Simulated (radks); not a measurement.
Results of a calculation; reference values are marked as such.
Spherical quantum dot in the effective-mass picture: electrons in a parabolic well V = omega^2 r^2 / 2 with omega = 0.629, with a point charge +1 (a donor) at the centre, all in effective atomic units (hartree* = m*/eps^2 hartree, bohr* = eps/m* bohr), one dielectric constant everywhere. Level of theory: non-relativistic Kohn-Sham, exchange-only LDA, spin-polarised, spherical densities (a radial shooting solver with Libxc functionals). Levels are named by radial order and angular momentum (1s, 1p, 1d, 2s, ...), and open shells are averaged over m. Each electron was tried in the lowest free levels, single moves between levels near the top were tried too, and the lowest total energy was kept; such a search can miss a lower state. At N = 1 the Hartree and exchange-correlation terms need not cancel, so that row can carry a self-interaction error.

N        open shells  2S  addition energy mu(N+1) - mu(N) (hartree*)  e(HOMO) (hartree*)  rms radius (bohr*)
1   1s(up 1, down 0)   1                                      0.8189             0.22250               1.171
2               none   0                                       1.270             0.98089               1.317
3   1p(up 1, down 0)   1                                      0.3803              2.1877               1.625
4   1p(up 2, down 0)   2                                      0.3828              2.5724               1.796
5   1p(up 3, down 0)   3                                      0.5138              2.9521               1.920
6   1p(up 3, down 1)   2                                      0.3271              3.4373               2.028
7   1p(up 3, down 2)   1                                      0.3345              3.7711               2.118
8               none   0                                      0.6270              4.1050               2.199
9   2s(up 1, down 0)   1                                      0.3610              4.7199               2.299
10              none   0                                      0.3781              5.0786               2.387
11  1d(up 1, down 0)   1                                      0.2842              5.4468               2.466
12  1d(up 2, down 0)   2                                      0.2818              5.7300               2.538
13  1d(up 3, down 0)   3                                      0.2789              6.0104               2.603
14  1d(up 4, down 0)   4                                      0.2757              6.2878               2.664
15  1d(up 5, down 0)   5                                      0.3613              6.5619               2.720
16  1d(up 5, down 1)   4                                      0.2588              6.9158               2.775
17  1d(up 5, down 2)   3                                      0.2577              7.1743               2.827
18  1d(up 5, down 3)   2                                      0.2560              7.4312               2.876
19  1d(up 5, down 4)   1                                      0.2539              7.6862               2.923
20              none   0                                      0.5831              7.9390               2.968
21  1f(up 1, down 0)   1                                      0.2366              8.5144               3.019
22  1f(up 2, down 0)   2                                      0.2351              8.7503               3.068
23  1f(up 3, down 0)   3                                      0.2336              8.9847               3.114
24  1f(up 4, down 0)   4                                      0.2319              9.2175               3.159
25  1f(up 5, down 0)   5                                      0.2303              9.4486               3.201
26  1f(up 6, down 0)   6                                      0.2286              9.6780               3.242
27  1f(up 7, down 0)   7                                      0.3021              9.9057               3.281
28  1f(up 7, down 1)   6                                           -              10.204               3.320

All shells are closed at N = 2, 8, 10, 20 (there: 1s2 1p6 1d10 2s2); the second difference of the energy has clear peaks (12 % above both neighbours; the first and last values, which can be the largest, are not judged, and half-filled shells can peak too) at N = 2, 5, 8, 15, 20.
